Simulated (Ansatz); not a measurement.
Consider the redistribution: `C[CH](Cl)[GeH3]` + `N[SiH2]CO` → `O[CH2][GeH3]` + `CC(Cl)[SiH2]N`.

Gas-phase electronic energies from Ansatz, PBE0-D4/def2-TZVP geometries. CCSD(T)/CBS is the MP2 limit (def2-TZVPP, def2-QZVPP) plus CCSD(T) − MP2 in def2-TZVPP, frozen cores. DFT in def2-TZVPP. B3LYP here is the variant with VWN-RPA as its local correlation; programs differ in this. For Ge outer-core shells are correlated without core-valence functions, which leaves a few kJ/mol of doubt a bond. Scalar relativity is left out up to krypton. Each species was taken in one conformer, which may not be the lowest.

```
 level  ΔE (eV)
PBE-D4     0.01
 B3LYP    -0.02
```

Question: What does CCSD(T)/CBS give? (Best estimate.)

Answer: Computed: -0.01 eV. The listed levels differ from it by 0.02, -0.01 eV.

Largest T1 diagnostic among the species: 0.011.

In def2-TZVPP, CCSD(T) changes the Hartree–Fock value by +0.08 eV (the triples alone add +0.01 eV) and MP2 by +0.08 eV.
